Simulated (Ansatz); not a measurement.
Born–Oppenheimer molecular dynamics of CH₄BFO (8 atoms, charge 0, multiplicity 1). It starts from a relaxed structure.

Level of theory: Ansatz 0.2.0, RKS CAM-B3LYP/def2-SVP.

| Quantity | Value |
| --- | --- |
| ensemble | NVT, Nosé–Hoover chain |
| time step | 1 fs |
| steps asked | 500 |
| set temperature | 1000 K |
| thermostat | time constant 3 fs, chain length 1 |
| seed | 786736 |

First frame:

```xyz
8
Properties=species:S:1:pos:R:3
B 0.015 -0.205 -0.115
F -0.032 -0.516 1.188
C 1.393 0.021 -0.814
H 2.019 -0.882 -0.717
H 1.291 0.268 -1.878
H 1.943 0.833 -0.311
O -1.155 -0.101 -0.777
H -1.921 -0.266 -0.213
```

(1) How far do the bonds stretch over the last three quarters of this one trajectory? (Pairs bonded in most of those frames.)

## Answers

(1) 
```tsv
bond	mean (Å)	spread (Å)	shortest	longest
B1–F2	1.344	0.041	1.25	1.44
B1–C3	1.571	0.064	1.42	1.71
B1–O7	1.368	0.059	1.23	1.51
C3–H4	1.114	0.058	1.00	1.28
C3–H5	1.114	0.049	0.98	1.29
C3–H6	1.128	0.090	0.94	1.42
O7–H8	0.974	0.037	0.90	1.06
```

Mean temperature of the second half: 999 K. The conserved energy wandered by up to 11.1 meV per atom (net 4.3 meV per atom), which is poor conservation. A run of 0.5 ps of so small a system gives no equilibrium averages.

Run time: 11 min on 2 threads of Arm Neoverse V1, on a shared host, peak memory 0.16 GiB.
